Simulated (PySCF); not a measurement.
Computed IR spectrum (relative IR intensity) of a molecule C4H6ClF. The structure is a stationary point at B3LYP-D3(BJ)/def2-SVP. The values are those of a single conformer. Calculation: B3LYP-D3(BJ)/def2-SVP (PySCF). Frequencies are harmonic and unscaled.

Lines under 2 % of the strongest are left out, and lines within 2 cm⁻¹ are merged.

ν (cm⁻¹): 512 (m), 629 (m), 865 (m), 996 (w), 1042 (vw), 1101 (vs), 1167 (s), 1280 (vs), 1410 (m), 1445 (m), 1454 (w), 1462 (w), 1776 (m), 3031 (m), 3034 (w), 3094 (w), 3099 (w), 3144 (m), 3170 (w) (against the strongest line: vs over 80 %, s over 45 %, m over 15 %, w over 4 %, vw less)

Task: Identify the compound among the candidates.
(A) C/C(F)=C(\C)Cl
(B) F/C=C/CCCl
(C) FC1(CCl)CC1
(D) CC/C(Cl)=C\F

Result: A, C/C(F)=C(\C)Cl
